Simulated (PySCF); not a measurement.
## Cost of excited-state runs on `C#CC1=C[C@H](CF)OC1`, C7H7FO, triplet

Molfile (atoms numbered from 1):
```
C7H7FO
     RDKit          3D

 16 16  0  0  0  0  0  0  0  0999 V2000
    3.3471    0.7873   -1.0295 C   0  0  0  0  0  0  0  0  0  0  0  0
    2.2856    0.4544   -0.5049 C   0  0  0  0  0  0  0  0  0  0  0  0
    1.1183    0.0898    0.0549 C   0  0  0  0  0  0  0  0  0  0  0  0
    0.1133   -0.8494   -0.4966 C   0  0  0  0  0  0  0  0  0  0  0  0
   -1.0520   -0.8051    0.3961 C   0  0  2  0  0  0  0  0  0  0  0  0
   -2.3030   -0.1401   -0.2582 C   0  0  0  0  0  0  0  0  0  0  0  0
   -2.8078   -0.9529   -1.2313 F   0  0  0  0  0  0  0  0  0  0  0  0
   -0.6936   -0.0606    1.5409 O   0  0  0  0  0  0  0  0  0  0  0  0
    0.5430    0.5966    1.3346 C   0  0  0  0  0  0  0  0  0  0  0  0
    4.2829    1.0121   -1.4436 H   0  0  0  0  0  0  0  0  0  0  0  0
    0.0897   -1.2056   -1.5047 H   0  0  0  0  0  0  0  0  0  0  0  0
   -1.3834   -1.8059    0.7222 H   0  0  0  0  0  0  0  0  0  0  0  0
   -2.0342    0.8115   -0.7259 H   0  0  0  0  0  0  0  0  0  0  0  0
   -3.0805    0.0035    0.4976 H   0  0  0  0  0  0  0  0  0  0  0  0
    0.3739    1.6863    1.3133 H   0  0  0  0  0  0  0  0  0  0  0  0
    1.1928    0.3872    2.1962 H   0  0  0  0  0  0  0  0  0  0  0  0
  1  2  3  0
  2  3  1  0
  3  4  2  0
  4  5  1  0
  5  6  1  0
  6  7  1  0
  5  8  1  0
  8  9  1  0
  9  3  1  0
  1 10  1  0
  4 11  1  0
  5 12  1  1
  6 13  1  0
  6 14  1  0
  9 15  1  0
  9 16  1  0
M  END
```

PySCF with density fitting, on 1 thread of an Intel Xeon, shared host. Command: `OMP_NUM_THREADS=1 python excited_run.py task.json out`

Problem. How long does this run take, and how much memory?
- open-shell absorption, PBE0/def2-SVP; 10 states; Tamm-Dancoff

Solution. 
| run | level | basis functions | wall time | peak memory (GiB) |
| --- | --- | --- | --- | --- |
| open-shell absorption | PBE0/def2-SVP | 161 | 2.5 min | 0.62 |

Times from a shared host are rough.
